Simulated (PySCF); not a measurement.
**Bonding in `C=CCC[SiH2][C@@H](F)Cl`**

Compound: C5H10ClFSi.
Atom-mapped SMILES: `[CH2:1]=[CH:2][CH2:3][CH2:4][SiH2:5][C@@H:6]([F:7])[Cl:8]` (hydrogens: H9, H10 on C1; H11 on C2; H12, H13 on C3; H14, H15 on C4; H16, H17 on Si5; H18 on C6)

Cartesian coordinates in Å at the GFN2-xTB level; atoms count from 1:
```
atom  x, y, z in Å
C1    -2.1394   -1.1907   -0.5546
C2    -1.9144    0.1061   -0.4591
C3    -0.8385    0.8313   -1.2007
C4     0.1890    1.4425   -0.2360
Si5    1.1399    0.1623    0.7948
C6     2.0832   -1.0268   -0.4096
F7     1.2241   -1.8343   -1.0980
Cl8    3.0094   -0.0671   -1.5978
H9    -1.5481   -1.8178   -1.2004
H10   -2.9216   -1.6789    0.0018
H11   -2.5155    0.7220    0.1988
H12   -1.2896    1.6365   -1.7891
H13   -0.3429    0.1482   -1.8908
H14    0.8980    2.0408   -0.8126
H15   -0.3239    2.1309    0.4386
H16    0.2845   -0.7035    1.6059
H17    2.1942    0.7955    1.5902
H18    2.8028   -1.6906    0.0773
```

Bond orders from the PBE0/pcSseg-1 density (PySCF). The structure is a single GFN2-xTB conformer in the gas phase; no vibrational or solvent corrections.

How far do the computed orders between heavy atoms stray from the drawn ones?

The largest departure is 0.221, at Si5–C6 (drawn single, 0.779). Drawn single, order below 0.88: Si5–C6 (0.779).

Give the Mayer order of every bond between heavy atoms, beside its length.

```tsv
bond	drawn as	length (Å)	Mayer order
C1–C2	double	1.320	1.984
C2–C3	single	1.494	1.026
C3–C4	single	1.536	1.027
C4–Si5	single	1.899	0.936
Si5–C6	single	1.938	0.779
C6–F7	single	1.365	0.880
C6–Cl8	single	1.786	0.981
```

Bonds between the same two heavy elements. C–C: lowest C2–C3 and C3–C4 (1.026, 1.494 Å), highest C1–C2 (1.984, 1.320 Å). C–Si: lowest Si5–C6 (0.779, 1.938 Å), highest C4–Si5 (0.936, 1.899 Å). Bonds named together lie within 0.004.

And the bonds to hydrogen?

C–H: 0.94 to 0.96 (8 bonds); H–Si: 0.94 to 0.95 (2 bonds).

Sum the orders of all bonds at each heavy atom with more than one neighbour and set the sums beside the valence in the SMILES.

C1 3.888 (drawn 4), C2 3.969 (drawn 4), C3 3.943 (drawn 4), C4 3.847 (drawn 4), Si5 3.608 (drawn 4), C6 3.578 (drawn 4). Orders between atoms that aren't bonded are not in these sums.

The Mayer order sums products of elements of PS (density times overlap matrix) between the two atoms' basis functions, so it depends on the basis set.
